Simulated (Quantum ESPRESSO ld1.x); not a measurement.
All-electron atom: P I in [Ne] 3s2 3p3 (the NIST ground configuration). Method: scalar-relativistic Kohn-Sham, LDA (Slater exchange, VWN5 correlation), spin-polarised, spherical densities, point nucleus; open shells are filled with parallel spins first; computed with ld1.x of Quantum ESPRESSO 7.5.

Radial electron density D(r) = 4 pi r^2 rho(r):

r (bohr)  D(r) (e/bohr)   spin D(r)
0.01325           3.294  -0.0000897
0.01505           4.025  -0.0000851
0.01711           4.882  -0.0000632
0.01929           5.806  -0.0000154
0.02193           6.923   0.0000840
0.02492           8.168    0.000265
0.0281            9.434    0.000550
0.03194           10.86     0.00105
0.0363            12.31     0.00185
0.04092           13.63     0.00301
0.04651           14.92     0.00489
0.05286           15.98     0.00773
0.0596            16.69      0.0116
0.06774           17.05      0.0176
0.07699           16.93      0.0260
0.08681           16.40      0.0368
0.09866           15.42      0.0522
0.1121            14.17      0.0724
0.1264            12.93      0.0960
0.1437            11.79       0.126
0.1633            11.06       0.161
0.1841            10.93       0.195
0.2093            11.43       0.231
0.2379            12.49       0.260
0.2682            13.76       0.276
0.3048            15.03       0.275
0.3464            15.84       0.250
0.3906            15.86       0.205
0.4439            14.96       0.139
0.5046            13.16      0.0679
0.5689            10.91      0.0140
0.6466            8.290    -0.00652
0.7349            5.886      0.0343
0.8286            4.130       0.143
0.9417            2.941       0.336
1.07              2.418       0.593
1.207             2.358       0.863
1.372             2.507        1.13
1.559             2.642        1.34
1.758             2.620        1.42
1.998             2.396        1.39
2.27              2.005        1.24
2.56              1.564        1.02
2.909             1.100       0.766
3.307            0.7049       0.521
3.728            0.4258       0.332
4.237            0.2252       0.185
4.816            0.1066      0.0919
5.43            0.04739      0.0424
6.172           0.01753      0.0162
7.014          0.005591     0.00532
7.909          0.001649     0.00160
8.989         0.0003754    0.000369

D(r) has 3 maxima, at r = 0.0699, 0.369, 1.64 bohr, and minima at 0.178, 1.16 bohr, inside which lie 2.19, 10.37 electrons.
